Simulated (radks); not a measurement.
Yb V, 66 electrons, occupied as [Kr] 4d10 4f12 5s1.75 5p6 5f0.25 (fractional occupations, a model configuration).

Method: scalar-relativistic Kohn-Sham, PBE, spin-polarised, spherical densities, finite nucleus; open shells are filled with parallel spins first (spin-orbit coupling, left out, can overturn this in heavy ions); Fermi nuclear charge, rms radius 5.3108 fm; computed with a radial shooting solver on a logarithmic mesh with Libxc functionals.

Energy parts (eV):
part                      energy
total                 -382428.88
kinetic                416667.71
electron-nucleus      -937526.95
Hartree                146340.66
exchange-correlation    -7910.31

Orbitals (lengths in bohr, moments of r in powers of bohr; <r^-3> diverges for s and p1/2):
\begin{tabular}{lrrr}
orbital & occ. & eigenvalue (eV) & <r^-3> \\ \hline
1s up & 1 & -61285.10 & - \\
1s down & 1 & -61285.07 & - \\
2s up & 1 & -10432.82 & - \\
2s down & 1 & -10432.77 & - \\
2p up & 3 & -9203.118 & 15970 \\
2p down & 3 & -9203.079 & 15970 \\
3s up & 1 & -2398.909 & - \\
3s down & 1 & -2397.892 & - \\
3p up & 3 & -2028.096 & 3482 \\
3p down & 3 & -2027.077 & 3485 \\
3d up & 5 & -1576.065 & 457.6 \\
3d down & 5 & -1575.285 & 457.9 \\
4s up & 1 & -520.4365 & - \\
4s down & 1 & -518.4057 & - \\
4p up & 3 & -398.3946 & 795.2 \\
4p down & 3 & -396.4020 & 794.4 \\
4d up & 5 & -237.5989 & 88.50 \\
4d down & 5 & -235.6329 & 88.36 \\
5s up & 1 & -106.3154 & - \\
5s down & 0.75 & -105.1801 & - \\
5p up & 3 & -76.0866 & 116.3 \\
5p down & 3 & -75.1866 & 114.5 \\
4f up & 7 & -60.5883 & 13.80 \\
4f down & 5 & -58.7217 & 13.70 \\
5d up & 0 & -40.3381 & 7.684 \\
5d down & 0 & -39.7350 & 7.563 \\
6s up & 0 & -35.7364 & - \\
6s down & 0 & -35.0499 & - \\
6p up & 0 & -28.2159 & 22.91 \\
5f up & 0.25 & -17.5307 & 0.4346 \\
6f up & 0 & -10.7095 & 0.2459 \\
\end{tabular}

The highest occupied level is 5f up at -17.531 eV. The configuration is held as typed, so some empty levels lie below it. The spin density at the nucleus is 140.4 e/bohr^3 (1s 0.5, 2s -0.4, 3s -8.1, 4s 2.6, 5s 145.9). Spin moment in Bohr magnetons: 2.5. The density falls to 0.001 e/bohr^3 at r = 3.17 bohr. The electron density at the nucleus is 1.085e+06 e/bohr^3 (large components only). Summed over all electrons, <r^2> = 32.52 bohr^2, which gives a Langevin (diamagnetic) susceptibility term of -25.8 x 10^-6 cm^3/mol.
